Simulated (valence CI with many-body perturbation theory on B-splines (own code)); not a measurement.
The numbers below are computed, except where a source is named.
Ce7+: magnetic and hyperfine properties of the levels

Method: relativistic CI+MBPT: five valence electrons over a frozen Dirac-Fock core [Kr] 4d10, radial functions for each j: 7 s, 7 p, 7 d, 7 f, 4 g, 2 h, with the one-electron correlation potential Σ1 (screened to all orders), the two-electron term Σ2, the three-electron term Σ3, Breit, model QED; selected single and double excitations, second order for the rest, scaled by the run's own slope (own B-spline code, finite nucleus).

No measured levels were compared; by estimate levels hold to about 250 cm⁻¹ or 0.2 % of their energy and the worst to 1 %, as in measured heavy ions of charge 2 to 7; those with d or f electrons hold less well. Core correlation moves these levels by up to 45000 cm⁻¹, and in measured spectra 5 to 20 % of such shifts remained as error; rates that hang on mixing are uncertain with them. Among the levels kept, up to 1100 cm⁻¹ of a level comes from second order outside the variational space, and about a tenth of that is noise between levels of different J, which matters for small intervals.

A/g_I is the dipole constant over the nuclear g factor μ/I (μ in nuclear magnetons, uniformly magnetised nucleus), B/Q the quadrupole constant per barn. Both hold the static response of the core; the bare values leave it out. Large factors of s and p1/2 electrons are usually good to 5 to 10 %; those of open d and f shells near neutrality can be off by tens of per cent, and small factors of p3/2, d and f electrons come from cancelling terms and can be off by a factor of two or in sign, in half-filled shells by more. B is blank for J = 1/2, where it vanishes, and for nearly pure S terms. Energies count from the lowest level.

Levels are named by their leading jj configuration (3d3/2^4 stands for four electrons in 3d with j = 3/2), which in mixed levels can hold well under half, so a name can repeat and another be missing. Letters in brackets count levels of one name in rising energy.

| Level | E (eV) | g | A/g_I (MHz) | A/g_I bare | B/Q (MHz/b) | B/Q bare |
| --- | --- | --- | --- | --- | --- | --- |
| (5s^2 5p1/2^2 5p3/2) J=3/2 | 0.000 | 1.663 | 1690 | 1180 | 2590 | 2310 |
| (5s^2 5p1/2 5p3/2^2) J=3/2 | 2.829 | 1.207 | 353 | 229 | 3500 | 3140 |
| (5s^2 5p1/2 5p3/2^2) J=5/2 | 3.761 | 1.199 | 5950 | 5400 | -176 | -157 |
| (5s^2 5p1/2 5p3/2^2) J=1/2 | 5.657 | 0.665 | 19500 | 18300 |  |  |
| (5s^2 5p3/2^3) J=3/2 | 8.205 | 1.262 | 2800 | 2450 | -5960 | -5330 |
| (4f5/2 5s^2 5p1/2^2) J=5/2 | 8.567 | 0.795 | 995 | 1020 | -1340 | -1310 |
| (4f7/2 5s^2 5p1/2^2) J=7/2 | 9.067 | 1.156 | 275 | 394 | -2070 | -2000 |
| (4f5/2 5s^2 5p1/2 5p3/2) J=7/2 [a] | 10.959 | 0.985 | 2280 | 2130 | -1670 | -1580 |
| (4f5/2 5s^2 5p1/2 5p3/2) J=5/2 [a] | 11.002 | 0.985 | 255 | 236 | -2410 | -2210 |
| (4f7/2 5s^2 5p1/2 5p3/2) J=7/2 [a] | 11.351 | 1.152 | 483 | 550 | -898 | -893 |
| (4f7/2 5s^2 5p1/2 5p3/2) J=9/2 [a] | 11.424 | 1.176 | 1070 | 1050 | 337 | 158 |
| (4f5/2 5s^2 5p1/2 5p3/2) J=3/2 [a] | 11.570 | 0.706 | 672 | 762 | 87.1 | 16.4 |
| (4f7/2 5s^2 5p1/2 5p3/2) J=5/2 [a] | 11.729 | 1.255 | -2080 | -1760 | -2000 | -1860 |
| (4f7/2 5s^2 5p1/2 5p3/2) J=9/2 [b] | 11.912 | 1.172 | 1370 | 1320 | 3210 | 2750 |
| (4f7/2 5s^2 5p1/2 5p3/2) J=11/2 | 12.332 | 1.221 | 2250 | 2110 | -604 | -707 |
| (4f5/2 5s^2 5p1/2 5p3/2) J=5/2 [b] | 12.360 | 0.989 | 2530 | 2380 | -354 | -326 |
| (4f7/2 5s^2 5p1/2 5p3/2) J=7/2 [b] | 12.433 | 1.162 | 2170 | 2120 | -1410 | -1320 |
| (4f5/2 5s^2 5p1/2 5p3/2) J=3/2 [b] | 12.480 | 1.009 | 989 | 1190 | 369 | 338 |
| (4f5/2 5s^2 5p1/2 5p3/2) J=1/2 | 12.513 | 0.115 | -5400 | -4560 |  |  |
| (4f5/2 5s^2 5p1/2 5p3/2) J=7/2 [b] | 13.149 | 1.016 | -165 | -143 | 3230 | 2770 |
| (4f7/2 5s^2 5p1/2 5p3/2) J=9/2 [c] | 13.193 | 1.054 | 2750 | 2560 | 1280 | 1010 |
| (4f7/2 5s^2 5p1/2 5p3/2) J=3/2 | 13.443 | 0.779 | -2180 | -1780 | 502 | 390 |
| (4f7/2 5s^2 5p1/2 5p3/2) J=5/2 [b] | 13.804 | 0.953 | 2850 | 2870 | 1630 | 1380 |
| (4f5/2 5s^2 5p3/2^2) J=5/2 [a] | 15.246 | 0.976 | 1260 | 1170 | -3740 | -3350 |
| (4f5/2 5s^2 5p3/2^2) J=7/2 | 15.282 | 1.170 | 1110 | 1100 | -1760 | -1610 |
| (4f7/2 5s^2 5p3/2^2) J=9/2 | 15.392 | 1.225 | 1010 | 993 | 2150 | 1820 |
| (4f5/2 5s^2 5p3/2^2) J=3/2 | 15.788 | 0.779 | 47.6 | 68.2 | -1500 | -1360 |
| (4f7/2 5s^2 5p3/2^2) J=11/2 | 16.013 | 1.142 | 1480 | 1440 | 7590 | 6630 |
| (4f5/2 5s^2 5p3/2^2) J=9/2 | 16.145 | 1.008 | 1680 | 1550 | 4830 | 4200 |
| (4f5/2 5s^2 5p3/2^2) J=1/2 | 16.838 | 0.547 | -3710 | -3210 |  |  |
| (4f7/2 5s^2 5p3/2^2) J=7/2 [a] | 16.889 | 1.070 | 968 | 889 | 787 | 625 |
| (4f7/2 5s^2 5p3/2^2) J=5/2 | 16.921 | 1.122 | 271 | 445 | -225 | -246 |
| (4f7/2 5s^2 5p3/2^2) J=3/2 | 17.128 | 1.257 | -1810 | -1300 | 490 | 402 |
| (4f5/2 5s^2 5p3/2^2) J=5/2 [b] | 18.851 | 0.861 | 601 | 622 | 4910 | 4280 |
| (4f7/2 5s^2 5p3/2^2) J=7/2 [b] | 18.863 | 1.143 | 402 | 527 | 5700 | 4940 |
| (5s 5p1/2^2 5p3/2^2) J=5/2 | 19.626 | 1.560 | 16300 | 15000 | 4140 | 3720 |
| (5s 5p1/2 5p3/2^3) J=3/2 [a] | 21.630 | 1.604 | 7260 | 6470 | -4430 | -3970 |
| (5s 5p1/2^2 5p3/2^2) J=1/2 | 22.033 | 2.551 | 45800 | 42000 |  |  |
| (4f5/2^2 5s^2 5p1/2) J=9/2 | 22.274 | 0.800 | 2350 | 2220 | 684 | 493 |
| (4f5/2 4f7/2 5s^2 5p1/2) J=11/2 | 22.781 | 1.017 | 1660 | 1650 | -612 | -690 |
